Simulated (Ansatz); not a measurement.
Program: Ansatz. Geometries: PBE0-D4/def2-TZVP. ΔE: electronic, gas phase. CCSD(T)/CBS is the MP2 limit (def2-TZVPP, def2-QZVPP) plus CCSD(T) − MP2 in def2-TZVPP, frozen cores. This one scheme is used for every species. Functionals use def2-TZVPP. B3LYP here is the variant with VWN-RPA as its local correlation; programs differ in this. Elements past krypton have def2 core potentials. For Sn outer-core shells are correlated without core-valence functions, which leaves a few kJ/mol of doubt a bond. One conformer a species, not always the lowest.

`[OH][Sn]([OH])([F])[Cl]` → `[F][Sn][Cl]` + hydrogen peroxide  (stannylene formation by 1,1-elimination)

Q: Is it downhill or uphill in electronic energy at CCSD(T)/CBS, and by how much? (An estimate is asked.)

A: Ansatz gave: Uphill: ΔE = +3.58 eV.

Q: What do these levels give: LDA (SPW92), PBE-D4, PBE0, B3LYP, RPA@PBE/def2-TZVPP, CCSD(T)/def2-TZVPP? (Best estimate.)

A: Ansatz gave: LDA (SPW92) 3.29, PBE-D4 3.01, PBE0 3.21, B3LYP 2.95, RPA@PBE/def2-TZVPP 3.21, CCSD(T)/def2-TZVPP 3.51 eV.

Q: What do rigid-rotor, harmonic-oscillator terms from PBE0-D4/def2-TZVP frequencies (298.15 K, 1 bar) make of the CCSD(T)/CBS value? (Estimate.)

A: Computed: ΔZPE = 0.00 eV, ΔH = +3.58 eV, ΔS = 145 J/(mol·K), ΔG = +3.13 eV.

Largest T1 diagnostic among the species: 0.016.

From PBE to PBE0 (25 % exact exchange), in def2-TZVPP and without D4, ΔE moves by +0.28 eV. Leaving LDA and LC-ωPBE aside and taking each functional with its dispersion term where it has one, the values, not all of them listed here, spread over 0.80 eV, from BLYP-D4 to PBE-QIDH. LDA lies +0.36 eV from PBE without D4.
